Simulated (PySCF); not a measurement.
Q: What does the PBE0-D3(BJ)/def2-SVP structure of `[CH3][Zn][Cl]` (ZnMeCl) look like in three dimensions? (Singlet state.)

A: 
```xyz
6
CH3ClZn angstrom
Zn    -0.0076    0.0092   -1.1282
C      0.0031    0.0000    0.8011
H     -0.4487    0.9207    1.2008
H      1.0327   -0.0713    1.1839
H     -0.5669   -0.8584    1.1883
Cl    -0.0126   -0.0002   -3.2459
```

Any rigid rotation of these coordinates is as good. Atoms count from 1 in this order. Zn1 (zinc bonded to C and Cl) is linear (angle 179.4°).

Bonds between heavy atoms (Å): Zn1–C2 1.929, Zn1–Cl6 2.118.

Method: PySCF, PBE0-D3(BJ)/def2-SVP geometry optimisation, gas phase.

Point group: C3v (tolerance 0.08 Å). Whether it is a minimum is left open (no frequencies).

Time: 7.4 s wall. Hardware: one thread, Arm Neoverse V2, no GPU, on a shared host. These figures are those of the optimisation.

---

**Question.** What does the PBE0-D3(BJ)/def2-SVP structure of `C(F)(Br)=C` (1,1-bromofluoroethene) look like in three dimensions?

**Answer.** 
```xyz
6
C2H2BrF angstrom
C     -0.617   -0.417    0.228
C      0.427    0.344   -0.072
F      0.862    1.311    0.712
Br     1.449    0.181   -1.637
H     -1.147   -0.241    1.166
H     -0.945   -1.206   -0.445
```

Any rigid rotation of these coordinates is as good. Atoms count from 1 in this order. The 4 heavy atoms lie in one plane (0.000 Å rms).

Bonds between heavy atoms (Å): C1=C2 1.327, C2–F3 1.318, C2–Br4 1.877.

Theory: PBE0-D3(BJ)/def2-SVP geometry optimisation, gas phase (PySCF 2.14.0).

Point group: Cs (tolerance 0.08 Å). No PBE0-D3(BJ)/def2-SVP frequencies stand behind this structure, so it isn't proved a minimum.

---

Q: Give a PBE0-D3(BJ)/def2-SVP geometry of `C#[C][SnH3]`.

A: 
```xyz
7
C2H4Sn angstrom
C      0.916    0.406    0.393
C     -0.233    0.005    0.413
Sn    -2.210   -0.680    0.442
H      1.930    0.765    0.374
H     -2.871   -0.316    1.975
H     -2.186   -2.367    0.172
H     -3.065    0.124   -0.799
```

Any rigid rotation of these coordinates is as good. Atoms count from 1 in this order. Sn3 (tin bonded to C and 3 H) is tetrahedral (angles from 107.9° to 111.0°).

Bonds between heavy atoms (Å): C1≡C2 1.217, C2–Sn3 2.093.

The calculation used PySCF, PBE0-D3(BJ)/def2-SVP geometry optimisation, gas phase, def2 core potentials past Kr.

Point group: C3v (tolerance 0.08 Å). No frequency check.

---

Q: Give a BHandHLYP/6-31+G* geometry of fluorobenzene, `c1cccc(c1)F`.

A: 
Z-matrix in Å and degrees, rows numbered from 1:
```
F 
C   1  1.3432
C   2  1.3799  1  118.70
C   3  1.3882  2  118.32  1  -179.92
C   4  1.3887  3  120.43  2    -0.00
C   5  1.3885  4  119.85  3    -0.03
C   2  1.3797  1  118.66  3  -179.96
H   3  1.0770  2  119.77  1     0.07
H   4  1.0779  3  119.45  2  -180.00
H   5  1.0776  4  120.07  3   180.00
H   6  1.0779  5  120.12  4  -179.97
H   7  1.0769  2  119.77  1    -0.07
```

The 6-membered ring C2–C3–C4–C5–C6–C7 has internal angles of 118.3° to 122.6°; it is planar, 0.00 Å rms from its mean plane, widest ring torsion 0°. The 7 heavy atoms lie in one plane (0.000 Å rms).

Level of theory: PySCF, BHandHLYP/6-31+G* geometry optimisation, gas phase.

Point group: C2v (every atom within 0.08 Å of its image). Not checked by BHandHLYP/6-31+G* frequencies.

---

Q: Write a Z-matrix for `C[CH2][Ge]([I])([I])[I]` (GeEtI3) as optimised with PBE0-D3(BJ)/def2-SVP.

A: 
Z-matrix in Å and degrees, rows numbered from 1:
```
Ge
C   1  1.9546
C   2  1.5184  1  113.29
H   2  1.1022  1  104.81  3  -122.86
H   2  1.1018  1  105.42  3   123.67
H   3  1.1010  2  110.40  1  -177.69
H   3  1.1010  2  111.52  1   -58.01
H   3  1.1005  2  111.42  1    62.65
I   1  2.5200  2  109.57  3    64.74
I   1  2.5196  2  110.24  3   -54.95
I   1  2.5159  2  109.97  3  -175.07
```

Ge1 (germanium bonded to C and 3 I) is tetrahedral (angles from 108.8° to 110.2°).

Level of theory: PySCF, PBE0-D3(BJ)/def2-SVP geometry optimisation, gas phase, def2 core potentials past Kr.

Point group: near Cs, missed by 0.23 Å at most; the miss may be what the optimiser left on a soft mode. PBE0-D3(BJ)/def2-SVP frequencies: not computed here.
